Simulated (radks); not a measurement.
Ba V, configuration [Kr] 4d9 5s2 5p5 (not the ground configuration). Calculated with a radial shooting solver on a logarithmic mesh with Libxc functionals: non-relativistic Kohn-Sham, PBE, spin-polarised, spherical densities, point nucleus; open shells are filled with parallel spins first (spin-orbit coupling, left out, can overturn this in heavy ions); relativity is left out, which matters for an element this heavy.

X-ray form factor f0, the Fourier transform of the density (f0(0) = 52):

sin(theta)/lambda (1/angstrom)  f0 (electrons)
0.05                                    51.355
0.1                                     49.554
0.15                                    46.948
0.2                                     43.960
0.25                                    40.953
0.3                                     38.153
0.4                                     33.423
0.5                                     29.629
0.6                                     26.413
0.8                                     21.347
1                                       17.982
1.25                                    15.179
1.5                                     12.866
2                                        8.899
